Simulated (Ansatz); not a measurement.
Cu₂F⁺. Charge 1, multiplicity 1. Geometry relaxed at PBE-D4/def2-TZVP.

Cartesian coordinates in Å:
```
Cu -0.443 1.351 1.211
Cu 0.437 -1.355 -1.209
F 0.006 0.003 -0.002
```

The structure comes from a short search, and lower isomers may exist.

(1) Estimate the harmonic wavenumbers at RKS PBE-D4/def2-TZVP (Ansatz, unscaled). Is this a minimum?

## Answers

(1) 34, 34, 222, 558 cm⁻¹. Yes, no mode is imaginary beyond noise. Zero-point energy 5.1 kJ/mol. It took 14 s on 4 threads of Arm Neoverse N1 on a shared host.
